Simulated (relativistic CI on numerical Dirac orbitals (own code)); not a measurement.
**One change at a time: Ga2+**

Base calculation: Dirac-Coulomb-Breit CI, orbitals from a KLI potential per configuration, model QED, valence Slater integrals scaled by 0.85, P86 correlation energy added to each configuration.

Configuration list (outside the closed core [Ar]): 3d10.4s, 3d10.4p, 3d10.4d, 3d10.4f, 3d9.4s2, 3d10.5s, 3d10.5p, 3d10.6s, 3d10.5d, 3d10.6p, 3d9.4s.4p, 3d10.5g, 3d10.5f, 3d10.7s, 3d10.6d, 3d9.4p2. Levels of other configurations are missing.

The lowest level and the first level of each name with at least 55 % of one term (blank where a level has no safe partner in the second run):

| Level | Base (cm⁻¹) | Shift (cm⁻¹) |
| --- | --- | --- |
| 3d10.4s 2S_1/2 | 0.0 | 0.0 |
| 3d10.4p 2P°_1/2 | 63415.9 | +876.9 |
| 3d10.4p 2P°_3/2 | 64952.8 | +876.7 |
| 3d9.4s2 2D_5/2 | 124498.8 | +603.8 |
| 3d9.4s2 2D_3/2 | 127941.1 | +610.1 |
| 3d10.5s 2S_1/2 | 135800.8 | +4800.8 |
| 3d10.4d 2D_3/2 | 138272.4 | +3886.6 |
| 3d10.4d 2D_5/2 | 138379.5 | +3893.0 |
| 3d10.5p 2P°_1/2 | 155627.8 | +4651.8 |
| 3d10.5p 2P°_3/2 | 156095.1 | +4650.9 |
| 3d9.4s.4p 4P°_5/2 | 175948.7 | +927.0 |
| 3d9.4s.4p 4P°_3/2 | 178117.6 | +927.1 |
| 3d9.4s.4p 4F°_7/2 | 179409.2 | +929.9 |
| 3d9.4s.4p 4F°_9/2 | 179560.3 | +927.0 |
| 3d9.4s.4p 4P°_1/2 | 179764.4 | +927.1 |
| 3d9.4s.4p 4F°_5/2 | 179825.7 | +936.1 |
| 3d9.4s.4p 4F°_3/2 | 181050.3 | +927.0 |
| 3d10.4f 2F°_5/2 | 181643.3 | +2443.1 |
| 3d10.4f 2F°_7/2 | 181656.5 | +2512.9 |
| 3d10.6s 2S_1/2 | 181920.8 | +5210.7 |
| 3d10.5d 2D_3/2 | 183699.3 | +4470.3 |
| 3d10.5d 2D_5/2 | 183754.6 | +4470.4 |

Correlation outside the listed configurations is missing or only estimated: errors of thousands of cm⁻¹ between configurations and terms are usual at this charge. Rates and lifetimes follow the computed energies and can be off by large factors. The fine structure of a lone outer electron comes out too small, for d and f at times inverted, and misplaced configurations move strength between like terms. 23 of the 27 excited levels that our extract of the measured tables holds in this range could be paired (the sources list more); they are missed by 4788 cm⁻¹ on average and 5961 at most, and levels without a partner can miss by more.

One thing was changed in a second run, which moved the levels as shown. Which?
A. QED terms removed
B. configuration mixing switched off
C. no correlation estimate
D. self-excluded LDA correlation estimate
E. Breit term removed

D. Self-excluded LDA correlation estimate. A correlation estimate moves all levels of a configuration together before mixing; mixed levels move by a weighted share.
